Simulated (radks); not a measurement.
Q: These are the eigenvalues of the occupied orbitals of an atom or ion with whole-number occupations (hartree). All-electron calculation, scalar-relativistic Kohn-Sham, PBE, spin-polarised, spherical densities, finite nucleus; Fermi nuclear charge, rms radius of each element as measured or else 0.836 A^(1/3) + 0.57 fm. Program: a radial shooting solver on a logarithmic mesh with Libxc functionals.

1s up: -1216.572
1s down: -1216.572
2s up: -191.7324
2s down: -191.7189
2p up: -172.5532
2p down: -172.5428
3s up: -42.19674
3s down: -42.19036
3p up: -35.98076
3p down: -35.97344
3d up: -26.67706
3d down: -26.66549
4s up: -10.90392
4s down: -10.86256
4p up: -8.92969
4p down: -8.88841
4d up: -6.01788
4d down: -5.97813

Which element is it, and in what charge state? The configuration may be excited. Open shells, if any, are filled with parallel spins first.

A: Z = 53, iodine, charge +8: I8+ in [Kr] 4d9. The list shows which subshells hold electrons but not how many an open one holds; the 1s level, -1216.6 hartree, gives Z - s = 49.3 by -(Z - s)^2/2, which with screening and relativity narrows Z to a few neighbours, and the depths of the outer levels then fix element, charge and occupations together.
